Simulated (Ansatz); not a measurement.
Computed with Ansatz on PBE0-D4/def2-TZVP structures; ΔE is electronic, products minus reactants. CCSD(T)/CBS is the MP2 limit (def2-TZVPP, def2-QZVPP) plus CCSD(T) − MP2 in def2-TZVPP, frozen cores. This one scheme is used for every species. DFT in def2-TZVPP. B3LYP here is the variant with VWN-RPA as its local correlation; programs differ in this. One conformer a species, not always the lowest.

Consider the silylene loss: `N[SiH](Cl)N[SiH3]` → `N[SiH](N)Cl` + `[SiH2]`.

```json
{"level": "PBE-D4", "ΔE (kcal/mol)": "68.1", "difference from CCSD(T)/CBS": "-1.1"}
{"level": "r2SCAN-D4", "ΔE (kcal/mol)": "73.2", "difference from CCSD(T)/CBS": "4.0"}
{"level": "B3LYP-D4", "ΔE (kcal/mol)": "68.1", "difference from CCSD(T)/CBS": "-1.1"}
{"level": "ωB97X-V", "ΔE (kcal/mol)": "71.3", "difference from CCSD(T)/CBS": "2.1"}
{"level": "ωB97M-V", "ΔE (kcal/mol)": "68.0", "difference from CCSD(T)/CBS": "-1.2"}
{"level": "PBE", "ΔE (kcal/mol)": "65.6", "difference from CCSD(T)/CBS": "-3.6"}
{"level": "r2SCAN", "ΔE (kcal/mol)": "72.5", "difference from CCSD(T)/CBS": "3.3"}
{"level": "PBE0", "ΔE (kcal/mol)": "68.5", "difference from CCSD(T)/CBS": "-0.7"}
{"level": "B3LYP", "ΔE (kcal/mol)": "64.1", "difference from CCSD(T)/CBS": "-5.1"}
{"level": "HF/def2-TZVPP", "ΔE (kcal/mol)": "65.6", "difference from CCSD(T)/CBS": "-3.6"}
{"level": "MP2/def2-TZVPP", "ΔE (kcal/mol)": "73.0", "difference from CCSD(T)/CBS": "3.8"}
{"level": "HF/def2-QZVPP", "ΔE (kcal/mol)": "65.9", "difference from CCSD(T)/CBS": "-3.3"}
{"level": "MP2/def2-QZVPP", "ΔE (kcal/mol)": "73.9", "difference from CCSD(T)/CBS": "4.7"}
{"level": "SCS-MP2/def2-QZVPP", "ΔE (kcal/mol)": "71.3", "difference from CCSD(T)/CBS": "2.1"}
{"level": "HF/CBS(def2)", "ΔE (kcal/mol)": "66.0", "difference from CCSD(T)/CBS": "-3.2"}
{"level": "MP2/CBS(def2)", "ΔE (kcal/mol)": "74.5", "difference from CCSD(T)/CBS": "5.3"}
{"level": "CCSD(T)/CBS", "ΔE (kcal/mol)": "69.2", "difference from CCSD(T)/CBS": "0"}
```

Largest T1 diagnostic among the species: 0.014.

From PBE to PBE0 (25 % exact exchange), in def2-TZVPP and without D4, ΔE moves by +2.9 kcal/mol. The D4 term adds +4.1 kcal/mol with B3LYP and +2.2 kcal/mol with PBE0; it sums over pairs of atoms, weighted by their polarisabilities, and B3LYP, whose exchange is more repulsive, gets the larger term. In def2-TZVPP, CCSD(T) changes the Hartree–Fock value by +2.2 kcal/mol (the triples alone add +1.0 kcal/mol) and MP2 by +7.4 kcal/mol.
